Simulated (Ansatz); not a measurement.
A nudged elastic band was laid between two geometries of BCl2HO + H2S (8 atoms, charge 0, multiplicity 1).

The calculation used Ansatz, RKS B3LYP-D4/cc-pVDZ.

```
movable images  : 5
climbing image  : yes
spring          : 5.0 eV/Å²
optimiser       : quadratic models (default)
start path      : through a guess of the saddle point
force threshold : 0.05 eV/Å
iteration limit : 60
end points      : relaxed
```

First end point:

```xyz
8
Properties=species:S:1:pos:R:3
B -0.067 -0.441 0.199
O -0.545 -0.933 1.352
H -1.499 -0.796 1.450
Cl 1.670 -0.576 -0.118
Cl -1.132 0.261 -1.045
S 0.438 2.623 1.663
H 0.951 2.770 0.415
H 1.510 1.899 2.076
```

Last end point:

```xyz
8
Properties=species:S:1:pos:R:3
B 0.191 0.545 0.153
O -0.041 -0.133 1.729
H -0.799 -0.747 1.685
Cl 1.604 -0.387 -0.494
Cl -1.428 0.192 -0.649
S 0.403 2.381 0.502
H 1.726 2.322 0.804
H -0.330 0.635 2.262
```

Q: What changes between the two ends?

A: Bonds broken: S6–H8. Bonds formed: B1–S6, O2–H8. BCl2HO + H2S becomes BCl2H3OS.

Q: What energy profile does the band end with?

A: It converged. The highest image is number 5 of 0 to 6, 1.18 eV above the first end and 0.55 eV above the last; the last end lies 0.63 eV above the first. A vibrational analysis at the climbing image gives one clearly imaginary mode, 1198i cm⁻¹: a first-order saddle point. The orbitals stay closed-shell, which can raise the energy where a bond breaks towards radicals; this wasn't checked here.

```tsv
image	path coordinate (Å)	energy (eV)	S6–H8 (Å)	B1–S6 (Å)	O2–H8 (Å)
0	0.00	0.00	1.36	3.43	3.57
1	0.72	0.00	1.36	3.46	3.29
2	1.44	0.01	1.36	3.53	2.86
3	2.15	0.03	1.36	3.39	2.52
4	2.87	0.34	1.36	2.74	1.99
5	3.59	1.18	1.60	2.08	1.30
6	4.49	0.63	2.58	1.88	0.98
```

Q: What is the geometry of the highest image?

A: 
```xyz
8
Properties=species:S:1:pos:R:3
B 0.154 0.273 0.201
O -0.078 -0.164 1.640
H -0.945 -0.597 1.731
Cl 1.686 -0.386 -0.496
Cl -1.361 0.079 -0.799
S 0.310 2.265 0.779
H 1.630 2.215 1.100
H -0.071 1.123 1.834
```

Q: What are the harmonic wavenumbers there?

A: 1198i, 159, 201, 258, 285, 335, 422, 465, 563, 646, 659, 834, 947, 1071, 1248, 1563, 2656, 3727 cm⁻¹.

The band took 23 iterations and of the order of 9 core-minutes.

Run time: 4.7 min on 2 threads of Arm Neoverse V2, with other jobs on the host, peak memory 0.23 GiB.
